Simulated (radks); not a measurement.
Spherical quantum dot in the effective-mass picture: electrons in a hard-walled sphere of radius 2.16, with a point charge +1 (a donor) at the centre, all in effective atomic units (hartree* = m*/eps^2 hartree, bohr* = eps/m* bohr), one dielectric constant everywhere. Method: non-relativistic Kohn-Sham, LDA (Slater exchange, Perdew-Wang correlation), spin-polarised, spherical densities; computed with a radial shooting solver with Libxc functionals. Levels are named by radial order and angular momentum (1s, 1p, 1d, 2s, ...), and open shells are averaged over m.

N = 5, configuration 1s2 1p(up 3, down 0). This is the lowest configuration that the search found. Occupied and some empty levels:

level    occupation  eigenvalue (hartree*)  <r> (bohr*)
1s up             1                 3.0405        1.053
1s down           1                 3.2192        1.041
1p up             3                 4.1913        1.300
1p down           0                 4.3926        1.300
1d up             0                 5.5394        1.417
1d down           0                 5.7401        1.419
2s up             0                 5.8662        1.046
2s down           0                 5.9996        1.053
1f up             0                 7.1685        1.495
1f down           0                 7.3640        1.498

Energy (hartree*): total 10.3634, kinetic 8.6954, external -4.9783, Hartree 9.3056, exchange-correlation -2.6593.
